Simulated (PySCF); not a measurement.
H₃O₂, SMILES O[OH2+], charge +1. Atoms are numbered in the order given.

```xyz
5

O      0.7711    -0.1406     0.0000
O     -0.6583     0.1220     0.0000
H      1.1189     0.7795     0.0000
H     -1.0109    -0.3155     0.8128
H     -1.0109    -0.3155    -0.8128
```
Charge +1, spin multiplicity 1.

The structure is a stationary point at B3LYP-D3(BJ)/def2-TZVP. The isomer is the one that the SMILES or the coordinates give; other isomers of the formula were not compared.

Two levels are set side by side: PBE/pcSseg-2 (PySCF) and KT2/pcSseg-2 (PySCF). GIAO shifts against H2O (¹⁷O), TMS (¹H) at the same level; non-relativistic, no solvent, atoms listed together averaged. Differences are taken from unrounded values.

```csv
quantity,KT2
δ(¹⁷O) of O1 (ppm),436.7
δ(¹⁷O) of O2 (ppm),113.5
δ(¹H) of H3 (ppm),13.32
"δ(¹H) of H4, H5 (ppm)",9.22
```

What does PBE give, and how far is it from KT2? (The exact figures need the calculation; the answer reports its results.)


```tsv
quantity	PBE	PBE minus KT2
δ(¹⁷O) of O1 (ppm)	461.5	24.8
δ(¹⁷O) of O2 (ppm)	123.9	10.4
δ(¹H) of H3 (ppm)	13.57	0.25
δ(¹H) of H4, H5 (ppm)	9.26	0.04
```

Rough cost on one machine, each run with all the roots and properties that it gave: KT2 against PBE within a factor of 2.
